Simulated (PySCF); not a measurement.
Stepwise substitution at one centre (Al CH3-SH). All species are isolated molecules in the gas phase. One relaxed conformer stands for each flexible species; it need not be the lowest. Strings in code marks are SMILES.

The numbers are results of PySCF with TPSSh-D3(BJ)/def2-TZVP // CAM-B3LYP-D3(BJ)/def2-TZVP, not measurements. Delta-SCF ions had no search for a lower state. Excitations are Tamm–Dancoff values on a coarser integration grid. The basis has no diffuse functions, so Rydberg states are missing or too high.

| species | HOMO (eV) | vertical ionisation energy (Delta-SCF) (eV) | S1 excitation (TDA) (eV) | S1 oscillator strength |
|---|---|---|---|---|
| 0 of 3 CH3 replaced by SH | -6.87 | 9.39 | 5.62 | 0.000 |
| 1 of 3 CH3 replaced by SH | -6.83 | 9.43 | 5.94 | 0.005 |
| 2 of 3 CH3 replaced by SH (`[SH][Al]([SH])[CH3]` (S–Al–S–H torsion -1°, S–Al–S–H torsion 0°)) | -6.90 | 9.33 | 5.86 | 0.025 |
| 3 of 3 CH3 replaced by SH | -7.10 | – | 5.63 | 0.000 |
